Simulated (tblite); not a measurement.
Species: C7H6FO (doublet state).
Numbering: `[O:1]=[CH:2][C:3]1=[CH:4][CH:5][CH2:6][CH:7]=[C:8]1[F:9]` (hydrogens: H10 on C2; H11 on C4; H12 on C5; H13, H14 on C6; H15 on C7)

Computed geometry: GFN2-xTB, gas phase. This method treats the open shell by occupation alone, without spin polarisation.

Question: Give the optimised bond lengths and angles.

Answer: 
| bond | length (Å) |
| --- | --- |
| O1=C2 | 1.215 |
| C2–C3 | 1.446 |
| C3=C4 | 1.421 |
| C4–C5 | 1.348 |
| C5–C6 | 1.486 |
| C6–C7 | 1.484 |
| C7=C8 | 1.350 |
| C8–F9 | 1.349 |
| C3–C8 | 1.419 |
| C2–H10 | 1.104 |
| C4–H11 | 1.080 |
| C5–H12 | 1.079 |
| C6–H13, C6–H14 | 1.100 |
| C7–H15 | 1.079 |

Bonds in one row agree within 0.01 Å and their mean is given. A selection of angles:
| angle | degrees |
| --- | --- |
| O1–C2–C3 | 124.5 |
| C2–C3–C4 | 120.6 |
| C2–C3–C8 | 122.2 |
| C4–C3–C8 | 117.1 |
| C3–C4–C5 | 122.2 |
| C4–C5–C6 | 122.4 |
| C5–C6–C7 | 113.6 |
| C6–C7–C8 | 121.3 |
| C7–C8–F9 | 118.5 |
| C3–C8–C7 | 123.4 |
| C3–C8–F9 | 118.1 |

Dihedral angles: O1–C2–C3–C4 0° (synperiplanar); C2–C3–C4–C5 180° (antiperiplanar); C3–C4–C5–C6 0° (synperiplanar); C4–C5–C6–C7 0° (synperiplanar); C5–C6–C7–C8 0° (synperiplanar); C6–C7–C8–F9 180° (antiperiplanar); C2–C3–C8–C7 180° (antiperiplanar).

C3 (carbon bonded to 3 C) is planar (angles 122.2°, 120.6° and 117.1°, sum 360.0°, 0.00 Å off the plane of its three neighbours). C4 (carbon bonded to 2 C and H) is planar (angles 122.2°, 121.5° and 116.3°, sum 360.0°, 0.00 Å off the plane of its three neighbours). The 9 heavy atoms lie in one plane (0.001 Å rms). C8 (carbon bonded to 2 C and F) is planar (angles 123.4°, 118.5° and 118.1°, sum 360.0°, 0.00 Å off the plane of its three neighbours). The 7 C–C bonds span 1.348 Å (C4–C5, drawn single in a drawing that doesn't fit all lengths) to 1.486 Å (C5–C6, drawn single in a drawing that doesn't fit all lengths), a spread of 0.138 Å. Of the pairs four or more bonds apart, F9···H10 is among the closest relative to their van der Waals radii: 2.42 Å, 91 % of the sum of Bondi's values. C2 (carbon bonded to C, O and H) is planar (angles 124.5°, 120.9° and 114.5°, sum 360.0°, 0.00 Å off the plane of its three neighbours).

Point group: Cs (tolerance 0.08 Å). Its GFN2-xTB frequencies are all real (lowest 95 cm⁻¹).

Hardware: Arm Neoverse V1, one thread, shared host. Cost: under 0.1 s wall. These figures are those of the optimisation.

One conformer stands for the species.
